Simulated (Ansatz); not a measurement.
Reactions of CH₄O₃Si, SMILES `O=C[SiH](O)O`.

Program: Ansatz. Geometries: PBE0-D4/def2-TZVP. ΔE: electronic, gas phase. CCSD(T)/CBS adds triple-zeta CCSD(T) − MP2 to the extrapolated MP2 energy (def2 sets, frozen cores). This one scheme is used for every species. DFT in def2-TZVPP. B3LYP here is the variant with VWN-RPA as its local correlation; programs differ in this. One conformer a species, not always the lowest.

| reaction | PBE0-D4 (kJ/mol) | MP2/CBS(def2) (kJ/mol) | B3LYP-D4 (kJ/mol) |
| --- | --- | --- | --- |
| `O=C[SiH](O)O` + `C#CS` → `C#CSC=O` + `O[SiH2]O` | -26 | -27 | -26 |
| `O=C[SiH](O)O` + H₂ → `O[SiH2]O` + `C=O` | -29 | -28 | -29 |
| `O=C[SiH](O)O` + `O[SiH](O)S` → `O[SiH](O)S[SiH](O)O` + `C=O` | -101 | -105 | -97 |
| `O=C[SiH](O)O` + `C[SiH2]N` → `C[SiH2]N[SiH](O)O` + `C=O` | -91 | -100 | -94 |
| `O=C[SiH](O)O` + CH₃OH → `O=C[SiH](O)CO` + H₂O | 110 | 120 | 118 |
| `O=C[SiH](O)O` + `OC=S` → `O=COC=S` + `O[SiH2]O` | -26 | -26 | -26 |
| `O=C[SiH](O)O` + `O[SiH](F)S` → `O[SiH](O)S[SiH](O)F` + `C=O` | -97 | -101 | -94 |

Task: Give the CCSD(T)/CBS values in the same order. (An estimate is asked.)

Result: Computed: -18, -30, -97, -97, 118, -23, -93 kJ/mol.

Largest T1 diagnostic: 0.018, for `O=COC=S`.
